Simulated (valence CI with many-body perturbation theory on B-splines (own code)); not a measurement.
**Assign the levels of S I**

Calculated by valence CI with perturbative core correlation (CI+MBPT): six valence electrons over a frozen Dirac-Fock core [Ne], radial functions for each j: 9 s, 9 p, 8 d, 6 f, 3 g, 1 h, with the one-electron correlation potential Σ1, the two-electron term Σ2, the three-electron term Σ3, Breit, model QED; selected CI, second order for the rest, scaled by the run's own slope (own B-spline code, finite nucleus).

Set against measurement, 29 paired levels are off by 270 cm⁻¹ on average, the worst by 480. Among the levels kept, up to 3200 cm⁻¹ of a level comes from second order outside the variational space, and about a tenth of that is noise between levels of different J, which matters for small intervals.

```
No.  J  Parity  E (eV)      g
  1  2    even  0.0000  1.501
  2  1    even  0.0431  1.501
  4  2    even   1.159  1.000
  6  2     odd   6.473  2.002
  7  1     odd   6.810  2.002
  8  3    even   7.811  1.668
  9  1    even   7.817  2.503
 10  2    even   7.820  1.835
 12  1    even   7.999  1.501
 13  2    even   8.000  1.501
 15  4     odd   8.373  1.501
 16  1     odd   8.383  0.534
 17  2     odd   8.384  1.171
 19  1     odd   8.389  1.467
```

Energies count from the lowest level. Strongly mixed levels and levels close to another of their J and parity, and those with J = 0 are left out, so the numbers can have gaps.

**Question.** Give configuration and LS term of each level.

**Answer.** 1: 3s2 3p4 3P; 2: 3s2 3p4 3P; 4: 3s2 3p4 1D; 6: 3s2 3p3 4s 5S°; 7: 3s2 3p3 4s 3S°; 8: 3s2 3p3 4p 5P; 9: 3s2 3p3 4p 5P; 10: 3s2 3p3 4p 5P; 12: 3s2 3p3 4p 3P; 13: 3s2 3p3 4p 3P; 15: 3s2 3p3 3d 5D°; 16: 3s2 3p3 4s 3D°; 17: 3s2 3p3 4s 3D°; 19: 3s2 3p3 3d 5D°.
